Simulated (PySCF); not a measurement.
**How methods differ on the interval between two levels of Ni**

Ni [Ar] 3d8 4s2 [3F4, M_J = 4] → Ni [Ar] 3d9 4s1 [3D3, M_J = 3], as a difference of total energies. Computed with PySCF 2.14 in x2c-SVPall-2c with one added diffuse shell each of s, d type (6s5p4d1f, 48 functions), with the two-component X2C-1e Hamiltonian. Correlated levels: [Ne] frozen; the 6 highest virtual spinors dropped. "Screened" scales the spin-orbit matrix elements by Boettger's factors to mimic the two-electron term; Breit and QED terms are absent.

```json
{"method": "GHF (spin-free)", "interval between two levels (cm⁻¹)": "13128"}
{"method": "GMP2 (spin-free)", "interval between two levels (cm⁻¹)": "-4428.4"}
{"method": "GHF (screened spin-orbit)", "interval between two levels (cm⁻¹)": "13513"}
{"method": "GMP2 (screened spin-orbit)", "interval between two levels (cm⁻¹)": "-4041.7"}
```

The labels give the starting determinants; with spin-orbit coupling the two ends relaxed to ⟨J²⟩ = 20.01, ⟨L²⟩ = 12.01, ⟨S²⟩ = 2.00 and ⟨J²⟩ = 12.01, ⟨L²⟩ = 6.01, ⟨S²⟩ = 2.00.
